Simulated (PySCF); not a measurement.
**C₆ coefficients of unlike pairs at PBE**

Calculated with PySCF 2.14 from the dipole response of each species, C₆(A,B) = (3/π) ∫ α_A(iu) α_B(iu) du, in atomic units, from isotropic polarisabilities. For ions this is the dispersion term alone; charge-induced terms of lower order in 1/R come first.

| species | configuration | basis | relativity | α (bohr³) | C₆ (like pair) |
| --- | --- | --- | --- | --- | --- |
| Rb⁺ | [Kr] (1S) | def2-QZVPPD with the def2 core potential (28 electrons) (7s5p4d3f) | core potential | 8.897 | 53.06 |
| V³⁺ | [Ar] 3d2 (3F) | aug-cc-pVQZ-DK (9s8p6d4f3g2h) | spin-free X2C | 2.301 | 5.876 |
| N³⁺ | [He] 2s2 (1S) | x2c-TZVPPall with one added diffuse shell each of s, p, d type (6s4p3d1f) | spin-free X2C | 2.091 | 2.057 |
| Cd²⁺ | [Kr] 4d10 (1S) | def2-TZVPPD with the def2 core potential (28 electrons) (6s4p3d2f1g) | core potential | 4.511 | 19.81 |

Question: Estimate C₆ for Cd²⁺ with V³⁺.

Answer: The integral gives 10.78. The combination rule 2 C_A C_B / (C_A α_B/α_A + C_B α_A/α_B) gives 10.76 and the geometric mean 10.79.

No spin-orbit coupling is included.

The other pairs:

```json
{"pair": "Cd²⁺, N³⁺", "C₆": "5.911"}
{"pair": "V³⁺, Rb⁺", "C₆": "16.99"}
{"pair": "N³⁺, Rb⁺", "C₆": "10.31"}
{"pair": "Cd²⁺, Rb⁺", "C₆": "31.27"}
{"pair": "N³⁺, V³⁺", "C₆": "3.190"}
```
